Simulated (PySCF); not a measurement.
Nb (niobium, neutral): UHF calculation

Configuration: [Kr] 4d4 5s1, high-spin 6D determinant. All numbers are calculated (PySCF 2.14, scalar relativity by spin-free X2C-1e, in x2c-TZVPPall (8s6p6d2f1g, 79 functions)).

```json
{"Total energy": "-3817.235561 hartree", "One-electron energy": "-5271.4732 hartree", "Hartree (Coulomb) energy": "1572.1460 hartree", "Exchange energy": "-117.9084 hartree", "⟨S²⟩": "8.7555", "⟨L²⟩": "6.028", "Sum of ⟨r⟩": "31.56 bohr", "Sum of ⟨r²⟩": "58.07 bohr²", "Traceless quadrupole moment −½Σ⟨3z² − r²⟩ along its main axis": "-1.40 e·bohr²", "Langevin diamagnetic susceptibility": "-46.0 ×10⁻⁶ cm³/mol"}
```

| shell | electrons | mean orbital energy (hartree) | spread (hartree) | rms radius, mean of both spins (bohr) |
| --- | --- | --- | --- | --- |
| 1s β | 1 | -701.41634 | 0 | 0.0415 |
| 1s α | 1 | -701.41583 | 0 | 0.0415 |
| 2s α | 1 | -100.81171 | 0 | 0.171 |
| 2s β | 1 | -100.79002 | 0 | 0.171 |
| 2p α | 3 | -89.80986 | 0.00034 | 0.152 |
| 2p β | 3 | -89.79007 | 0.00542 | 0.152 |
| 3s α | 1 | -17.97928 | 0 | 0.471 |
| 3s β | 1 | -17.96661 | 0 | 0.471 |
| 3p α | 3 | -14.27631 | 0.00788 | 0.478 |
| 3p β | 3 | -14.26332 | 0.01182 | 0.478 |
| 3d α | 5 | -8.21936 | 0.02547 | 0.473 |
| 3d β | 5 | -8.18700 | 0.01384 | 0.473 |
| 4s α | 1 | -2.72743 | 0 | 1.24 |
| 4s β | 1 | -2.57490 | 0 | 1.24 |
| 4p α | 3 | -1.68326 | 0.02537 | 1.41 |
| 4p β | 3 | -1.47478 | 0.04033 | 1.41 |
| 4d α | 4 | -0.29050 | 0.03917 | 2.35 |
| 5s α | 1 | -0.22930 | 0 | 4.10 |

Densities and radii are taken from the X2C orbitals without a picture-change correction, which distorts them close to the nucleus.

Spin-orbit constants ζ (cm⁻¹) from the X2C one-electron operator on these orbitals: bare nucleus, nucleus screened by l(l+1)(2l+1)/3 electrons, and screened by the Breit-Pauli mean field of the electrons.

| shell | bare | screened nucleus | mean field |
| --- | --- | --- | --- |
| 2p | 522400 | 496900 | 485500 |
| 3p | 85690 | 81510 | 79310 |
| 3d | 11900 | 9000 | 8541 |
| 4p | 10210 | 9715 | 9417 |
| 4d | 640.4 | 484.2 | 439.3 |

To first order the Landé constant is A = 87.85 cm⁻¹, so the lowest level has J = 1/2 and lies 0.0762 eV below the centre of the term. This holds in LS coupling only.
